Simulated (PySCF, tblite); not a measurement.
A set of runs on `CO[Si]1CCC1` [radical]; the geometry of each is named by its level. Settings lines and outputs come from a driver script.

Compound: C4H9OSi (doublet state).
SMILES with atom numbers: `[CH3:1][O:2][Si:3]1[CH2:4][CH2:5][CH2:6]1` (hydrogens: H7, H8, H9 on C1; H10, H11 on C4; H12, H13 on C5; H14, H15 on C6)

Step 1: GFN2-xTB geometry optimisation, gas phase (tblite 0.8.0) (from a force-field or distance-geometry start)
```json
{"job": {"kind": "relax", "xc": "GFN2-xTB", "basis": "xTB"}, "charge": 0, "multiplicity": 2}
```
```
step      E/eV     max force
  0    -513.90135    1.253
  1    -513.96936    0.664
  2    -514.01711    0.505
...
113    -514.22594    0.029
114    -514.22604    0.025
115    -514.22611    0.018
116    -514.22616    0.015
117    -514.22618    0.008
```

Energy lowered by 7.5 kcal/mol over 117 steps; largest atomic force 0.008 eV/Å at the end. «max force» is the largest atomic force in eV/Å.

Step 2: GFN2-xTB harmonic vibrations, gas phase (tblite 0.8.0) (on the GFN2-xTB geometry)
```json
{"job": {"kind": "ir", "xc": "GFN2-xTB", "basis": "xTB"}, "charge": 0, "multiplicity": 2}
```
```
(table of modes left out)
```

39 modes from 60 to 3031 cm⁻¹ (unscaled, harmonic); zero-point energy 77.1 kcal/mol; all wavenumbers are real at this level.

Step 3: UKS B3LYP, pcH-1 on C H O Si, non-relativistic, mean-field spin-orbit, GIAO (PySCF 2.14.0) (on the GFN2-xTB geometry)
```json
{"job": {"kind": "epr", "basis": "pcH-1"}, "charge": 0, "multiplicity": 2}
```
```
...
E = -522.55724395 Eh   <S^2> = 0.7517 (exact 0.7500)
g shifts (ppm)      1          2          3
  rmc          -165       -165       -165
  gc             84         20         72
  oz_so        -189        208        930
  total        -271         63        836
hyperfine (MHz)  atom isotope    a_iso     a_fc   dipolar eigenvalues
    0   13C       4.84       4.84     -0.99     -0.59      1.58
    1   17O      -9.17      -9.10    -35.20     16.74     18.46
    2  29Si    -450.08    -450.93   -143.14     70.32     72.82
    3   13C      45.19      45.15    -12.93    -11.55     24.48
    4   13C       2.68       2.68     -2.48     -2.01      4.49
    5   13C      23.29      23.26     -9.47     -8.14     17.61
    6    1H       0.21       0.22     -1.87     -1.46      3.33
    7    1H       1.88       1.87     -2.12     -1.63      3.75
    8    1H       5.58       5.58     -3.00     -2.13      5.13
    9    1H      14.85      14.85     -6.57     -0.78      7.35
   10    1H      -3.10      -3.11     -6.62     -3.10      9.71
   11    1H      29.56      29.56     -1.98     -0.94      2.92
   12    1H       3.68       3.68     -2.54     -0.54      3.08
   13    1H       2.12       2.11     -5.21     -2.90      8.11
   14    1H      14.30      14.29     -5.20     -0.65      5.85
```

⟨S²⟩ 0.752; g_iso 2.0025. rmc, gc and oz_so are the mass-correction, gauge-correction and orbital-Zeeman/spin–orbit parts of the g shift along its three principal axes; a_iso is the isotropic hyperfine coupling and a_fc its Fermi-contact part. The log counts atoms from 0, this text from 1.

Which step took the most CPU time, and about what did each take on Arm Neoverse V2, one thread, no GPU, shared host?

Step 3, about 98 % of the total. CPU time by step: 1: 0.54 s, 2: 0.34 s, 3: 46 s.

Geometry of the electronic-property runs (GFN2-xTB):
```
atom  x, y, z in Å
C1     2.840    0.200    0.186
O2     1.523    0.613    0.027
Si3    0.152    0.155    0.800
C4    -0.899   -1.240   -0.023
C5    -2.022   -0.217   -0.258
C6    -1.311    1.115    0.029
H7     3.472    0.832   -0.438
H8     2.962   -0.843   -0.118
H9     3.153    0.298    1.229
H10   -0.468   -1.594   -0.960
H11   -1.211   -2.108    0.550
H12   -2.436   -0.267   -1.265
H13   -2.833   -0.374    0.453
H14   -1.888    1.794    0.648
H15   -1.037    1.644   -0.883
```

 (This holds for the electronic-property runs.)

One conformer stands for the species.
